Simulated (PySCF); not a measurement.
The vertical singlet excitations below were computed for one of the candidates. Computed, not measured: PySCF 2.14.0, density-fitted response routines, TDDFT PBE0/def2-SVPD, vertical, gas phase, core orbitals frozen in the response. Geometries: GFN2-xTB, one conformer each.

| state | E (eV) | λ (nm) | f |
| --- | --- | --- | --- |
| S1 | 6.54 | 189.6 | 0.010 |
| S2 | 6.56 | 188.9 | 0.022 |
| S3 | 6.73 | 184.2 | 0.093 |
| S4 | 6.83 | 181.6 | 0.012 |
| S5 | 6.94 | 178.7 | 0.011 |
| S6 | 7.13 | 174.0 | 0.0023 |
| S7 | 7.24 | 171.2 | 0.050 |
| S8 | 7.32 | 169.4 | 0.020 |

Triplets computed (Tamm–Dancoff): 5.22, 5.33, 5.67 eV.

Orbital energies (eV): HOMO-3 -10.05, HOMO-2 -8.29, HOMO-1 -8.17, HOMO -7.65, LUMO 0.06, LUMO+1 0.21, LUMO+2 0.67.

Question: Which structure fits?
A. `F[C@H]1C=C[C@H](F)C=C1`
B. `CC#CPCC(F)(F)F`
C. `C#CCP(C)C(F)(F)F`

Answer: C. Its S1, at 6.54 eV, is the highest among the candidates; the nearest of the others has S1 at 5.89 eV. S1 is HOMO→LUMO (45%), HOMO-1→LUMO (13%), HOMO-1→LUMO+4 (11%). Löwdin shares by element: HOMO phosphorus 51%, carbon 28% or more (atoms not listed hold the other 21%); LUMO phosphorus 33%, carbon 26% or more (atoms not listed hold the other 40%). At the same level the other candidates give, for their lowest levels:
- `CC#CPCC(F)(F)F`: 5.41 eV (f 0.017); 6.05 eV (f 0.023); 6.38 eV (f 0.004); 6.51 eV (f 0.024); 6.84 eV (f 0.153); T1 4.75 eV; HOMO -7.12, LUMO -0.22 eV
- `F[C@H]1C=C[C@H](F)C=C1`: 5.89 eV (f 0.001); 6.34 eV (f 0.059); 6.75 eV (f 0.003); 7.27 eV (f 0.005); 7.30 eV (f 0.000); T1 4.19 eV; HOMO -8.06, LUMO -1.05 eV

The values belong to the conformer `[CH:1]#[C:2][CH2:3][P:4]([CH3:5])[C:6]([F:7])([F:8])[F:9]`: C2–C3–P4–C5 -73°, C3–P4–C6–F7 -70°.
